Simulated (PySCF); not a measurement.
B(H)(OH)(iPr) (C₃H₉BO), SMILES CC(BO)C.

The structure is a stationary point at B3LYP-D3(BJ)/def2-SVP. The structure was generated by enumeration, and PubChem lists no compound with its InChIKey, so it may never have been made. The values are those of a single conformer.

The numbers are results of B3LYP-D3(BJ)/def2-SVP in PySCF, not measurements.

Harmonic, unscaled wavenumbers; measured fundamentals usually lie a few per cent lower.

```csv
mode,ν (cm⁻¹),IR (km/mol),Raman (Å⁴/amu),depolarisation,moving atoms (share of kinetic energy)
1,69,3.7,1.2,0.75,"H 38 %, O 24 %, C 20 %, B 18 %"
2,214,4.1,0.1,0.19,"H 40 %, C 31 %, O 28 %"
3,222,0.2,0.1,0.75,H 97 %
4,246,5.0,0.5,0.74,"H 78 %, C 11 %"
5,310,7.9,1.8,0.69,"H 50 %, C 32 %, O 10 %, B 9 %"
6,367,2.8,0.3,0.37,"C 52 %, H 45 %"
7,521,10.5,2.9,0.48,"C 33 %, H 32 %, B 18 %, O 17 %"
8,681,77.1,2.7,0.28,"H 62 %, B 21 %, O 9 %, C 8 %"
9,757,22.2,6.7,0.12,"H 41 %, C 32 %, B 23 %"
10,878,2.2,3.2,0.62,"H 80 %, B 16 %"
11,912,2.5,3.1,0.64,"H 68 %, C 29 %"
12,925,7.5,3.2,0.69,"H 65 %, C 28 %"
13,973,0.3,3.7,0.75,"H 73 %, C 27 %"
14,1009,33.2,1.1,0.72,"H 80 %, C 10 %"
15,1048,43.1,1.2,0.74,"H 68 %, C 16 %, B 10 %"
16,1124,10.0,4.3,0.74,"C 56 %, H 39 %"
17,1175,74.2,6.1,0.58,"H 67 %, C 21 %"
18,1185,31.2,3.4,0.74,"H 62 %, C 25 %, B 9 %"
19,1283,7.1,2.8,0.64,"H 55 %, C 33 %, B 8 %"
20,1315,2.5,5.5,0.70,"H 63 %, C 32 %"
21,1385,13.0,3.4,0.72,"H 76 %, C 22 %"
22,1394,81.4,1.2,0.75,"H 56 %, B 19 %, C 18 %"
23,1417,141.9,1.7,0.55,"H 40 %, B 37 %, O 13 %, C 11 %"
24,1462,0.4,26.1,0.75,H 96 %
25,1473,5.2,2.5,0.74,H 96 %
26,1483,10.1,15.2,0.75,H 97 %
27,1486,31.3,12.4,0.74,H 90 %
28,2578,165.8,107.0,0.21,"H 91 %, B 9 %"
29,2974,19.1,112.4,0.33,H 93 %
30,3004,29.7,95.7,0.01,H 97 %
31,3015,28.3,157.2,0.00,H 97 %
32,3075,30.6,56.1,0.71,"H 91 %, C 9 %"
33,3085,16.7,34.6,0.74,"H 91 %, C 9 %"
34,3087,44.0,121.7,0.67,"H 91 %, C 9 %"
35,3108,23.4,75.0,0.69,"H 91 %, C 9 %"
36,3801,45.0,74.1,0.20,H 94 %
```
